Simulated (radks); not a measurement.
The gadolinium ion Gd+ inside a hard spherical wall (all orbitals vanish at R), configuration held at [Xe] 4f7 5d1 6s1 and not refilled when levels cross. All-electron calculation, scalar-relativistic Kohn-Sham, r2SCAN, spin-unpolarised, spherical densities, finite nucleus; meta-GGA in the generalised Kohn-Sham scheme; Fermi nuclear charge, rms radius 5.1569 fm. Program: a radial shooting solver on a logarithmic mesh with Libxc functionals. Eigenvalues in eV, with the zero of energy where the potential of the charges vanishes at infinity; a dash marks a level that is unbound or too diffuse for the functional's potential to be trusted. A positive occupied level is held by the wall or, in an anion where self-interaction has pushed it up, behind a barrier. The pressure on the wall is -dE/dV.

| R (bohr) | E (hartree) | kinetic (hartree) | e(5p) | e(4f) | e(6s) | e(5d) | e(6p, empty) | e(7s, empty) | pressure (GPa) |
|---|---|---|---|---|---|---|---|---|---|
| free | -11271.1642 | 12101.884 | -34.559 | -14.898 | -9.142 | -8.245 | -5.531 | - | 0 |
| 15 | -11271.1642 | 12101.884 | -34.559 | -14.898 | -9.142 | -8.245 | -5.530 | -2.067 | < 0.0001 |
| 12 | -11271.1642 | 12101.885 | -34.557 | -14.896 | -9.140 | -8.243 | -5.521 | -1.528 | 0.000434 |
| 10 | -11271.1639 | 12101.888 | -34.538 | -14.876 | -9.124 | -8.227 | -5.459 | -0.438 | 0.00937 |
| 5 | -11271.0257 | 12102.573 | -32.473 | -12.649 | -5.110 | -5.993 | 1.605 | 25.670 | 15.4 |
| 3.5 | -11270.1929 | 12106.114 | -27.480 | -6.745 | 12.309 | 1.446 | 25.763 | 87.606 | 281 |
| 3 | -11268.9854 | 12111.213 | -22.063 | -0.619 | 32.013 | 9.584 | 50.148 | 142.12 | 986 |
| 2.5 | -11265.6250 | 12124.536 | -9.385 | 12.127 | 75.574 | 27.731 | 100.67 | 246.37 | 4170 |
| 2 | -11254.8259 | 12163.052 | 24.930 | 40.158 | 182.04 | 73.640 | 217.91 | 471.20 | 22300 |
| 1.5 | -11211.9369 | 12300.924 | 142.75 | 111.09 | 489.61 | 215.47 | 542.46 | 1051.3 | 176000 |
